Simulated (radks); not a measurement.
Task: Species: the niobium ion Nb+. Configuration: [Kr] 4d4. Calculated with a radial shooting solver on a logarithmic mesh with Libxc functionals: scalar-relativistic Kohn-Sham, MS2 meta-GGA, spin-unpolarised, spherical densities, finite nucleus; meta-GGA in the generalised Kohn-Sham scheme; Fermi nuclear charge, rms radius 4.324 fm. Some entries of the table are withheld. Estimate them.

orbital,occ.,eigenvalue (hartree),r(max) (bohr),<r^2> (bohr^2)
1s,2,-692.3573,0.02349,0.001756
2s,2,(1),0.1329,0.02935
2p,6,(2),0.1066,0.02318
3s,2,-16.58491,0.3948,0.2234
3p,6,-13.10111,0.3893,(3)
3d,10,-7.47135,0.3355,(4)
4s,2,-2.42973,(5),1.533
4p,6,-1.53284,(6),1.948
4d,4,-0.33624,1.478,5.240

Result: 
(1) 2s eigenvalue (hartree): -97.28523
(2) 2p eigenvalue (hartree): -86.72892
(3) 3p <r^2> (bohr^2): 0.2305
(4) 3d <r^2> (bohr^2): 0.2262
(5) 4s r(max) (bohr): 1.035
(6) 4p r(max) (bohr): 1.127
